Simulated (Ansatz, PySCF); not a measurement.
Ways to break one bond of C[Si](C)(C)N:

A. C[Si](C)(C)N -> C[Si](C)(C)[NH] + H atom
B. C[Si](C)(C)N -> C[Si](C)N + [CH3] (CH3)
C. C[Si](C)(C)N → C[Si](C)C + [NH2] (NH2)
D. C[Si](C)(C)N -> [CH2][Si](C)(C)N + H atom

Quantity: bond dissociation energy (enthalpy at 298 K, with B3LYP-D3(BJ) rigid-rotor harmonic-oscillator terms), kcal/mol. Geometries: B3LYP-D3(BJ)/def2-TZVP minima from Ansatz (a first-principles code), one conformer each, not searched for the lowest. Frequencies are from Ansatz or PySCF. Cores are frozen in the correlated levels unless marked. UHF or UKS for open shells. No spin-orbit coupling. No relativistic terms. CBS(X,Y): correlation extrapolated as X^-3; Hartree-Fock from the larger set. [CCSD(T)-MP2]/basis is that difference in the basis named.

```json
[
 {"": "A", "PBE0-D4/def2-TZVP (Ansatz + dftd4)": "105.8", "LC-wPBE-D4/def2-TZVPD (Ansatz + dftd4)": "107.2", "SCS-MP2/cc-pV(D+d)Z (Ansatz)": "104.0", "RI-MP2/CBS(cc-pV(T+d)Z,cc-pV(Q+d)Z)+[CCSD(T)-MP2]/cc-pV(D+d)Z (Ansatz)": "111.8"},
 {"": "B", "PBE0-D4/def2-TZVP (Ansatz + dftd4)": "88.2", "LC-wPBE-D4/def2-TZVPD (Ansatz + dftd4)": "89.6", "SCS-MP2/cc-pV(D+d)Z (Ansatz)": "88.7", "RI-MP2/CBS(cc-pV(T+d)Z,cc-pV(Q+d)Z)+[CCSD(T)-MP2]/cc-pV(D+d)Z (Ansatz)": "92.4"},
 {"": "C", "PBE0-D4/def2-TZVP (Ansatz + dftd4)": "104.4", "LC-wPBE-D4/def2-TZVPD (Ansatz + dftd4)": "106.6", "SCS-MP2/cc-pV(D+d)Z (Ansatz)": "101.9", "RI-MP2/CBS(cc-pV(T+d)Z,cc-pV(Q+d)Z)+[CCSD(T)-MP2]/cc-pV(D+d)Z (Ansatz)": "110.1"},
 {"": "D", "PBE0-D4/def2-TZVP (Ansatz + dftd4)": "97.8", "LC-wPBE-D4/def2-TZVPD (Ansatz + dftd4)": "97.9", "SCS-MP2/cc-pV(D+d)Z (Ansatz)": "96.8", "RI-MP2/CBS(cc-pV(T+d)Z,cc-pV(Q+d)Z)+[CCSD(T)-MP2]/cc-pV(D+d)Z (Ansatz)": "102.1"}
]
```
